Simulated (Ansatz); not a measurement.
Ideal-gas functions of CH3BFNS (`N=C(F)BS`) at 600 K and 1 bar, from an Ansatz frequency run at PBE0-D4/def2-TZVP.

Molar mass 90.92 g/mol, point group Cs (symmetry number 1), electronic degeneracy 1, moments of inertia 48.022, 234.657, 282.679 u Å². Harmonic wavenumbers (cm⁻¹, unscaled): 64, 193, 354, 408, 553, 613, 714, 847, 870, 922, 935, 1024, 1143, 1315, 1755, 2653, 2689, 3497.

Use S(trans) = R[1.5 ln M + 2.5 ln T − 1.1517]; rotational temperatures θ = 24.2544 K / I; S(rot) = R[ln(√π/σ · √(T³/θAθBθC)) + 1.5]; for each mode x = 1.438777 ν̃/T, S = R[x/(eˣ − 1) − ln(1 − e⁻ˣ)] and H = RT x/(eˣ − 1); 1 cm⁻¹ = 0.0119627 kJ/mol; R = 8.31446 J/(mol·K).

Question: By hand: the entropy, in J/(mol·K).

Answer: Translation 179.6. Rotation: θ = 0.5051, 0.1034, 0.0858 K, giving 119.5. Vibration, mode by mode: 23.91, 14.79, 9.92, 8.82, 6.55, 5.82, 4.79, 3.72, 3.56, 3.23, 3.15, 2.66, 2.13, 1.53, 0.65, 0.11, 0.10, 0.02, in all 95.5. Electronic 0.0. Sum 394.6 J/(mol·K).

Question: By hand: H − E and G − E in kJ/mol, counted from the electronic energy.

Answer: Zero-point energy ½ × 20549 × 0.0119627 = 122.9; thermal vibration 30.0; translation, rotation and pV give 4 RT = 20.0. H − E = 172.9 kJ/mol, and G − E = 172.9 − 600 × 394.6/1000 = -63.9 kJ/mol.

Vibration gives 24 % of the entropy, 23.9 J/(mol·K) of it from the mode under 150 cm⁻¹: soft modes count most, and the harmonic formula is weakest for them. The sum counts one conformer and one mirror image; others add a mixing term.
